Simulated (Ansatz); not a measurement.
`C#[C][InH][Cl]` + HCl → `[Cl][InH][Cl]` + `C#C`  (ligand exchange at the In–C bond)

Computed with Ansatz on PBE0-D4/def2-TZVP structures; ΔE is electronic, products minus reactants. CCSD(T)/CBS is the MP2 limit (def2-TZVPP, def2-QZVPP) plus CCSD(T) − MP2 in def2-TZVPP, frozen cores. This one scheme is used for every species. DFT in def2-TZVPP. Elements past krypton have def2 core potentials. For In outer-core shells are correlated without core-valence functions, which leaves a few kJ/mol of doubt a bond.

```
             level  ΔE (kcal/mol)  difference from CCSD(T)/CBS
       LDA (SPW92)          -21.2                          0.1
            PBE-D4          -21.7                         -0.4
           BLYP-D4          -22.4                         -1.1
        r2SCANh-D4          -22.7                         -1.4
        r2SCAN0-D4          -22.7                         -1.4
          BHLYP-D4          -23.3                         -2.0
RPA@PBE/def2-TZVPP          -17.6                          3.7
      MP2/def2-SVP          -21.7                         -0.4
   CCSD/def2-TZVPP          -19.7                          1.6
     MP2/CBS(def2)          -21.3                          0.0
       CCSD(T)/CBS          -21.3                            0
```

Largest T1 diagnostic among the species: 0.014.

In def2-TZVPP, CCSD(T) changes the Hartree–Fock value by +5.3 kcal/mol (the triples alone add +0.6 kcal/mol) and MP2 by +5.3 kcal/mol. From BLYP to BHLYP (50 % exact exchange), in def2-TZVPP and without D4, ΔE moves by −0.7 kcal/mol. Leaving LDA and LC-ωPBE aside and taking each functional with its dispersion term where it has one, the values, not all of them listed here, spread over 2.1 kcal/mol, from BHLYP-D4 to PBE-QIDH.
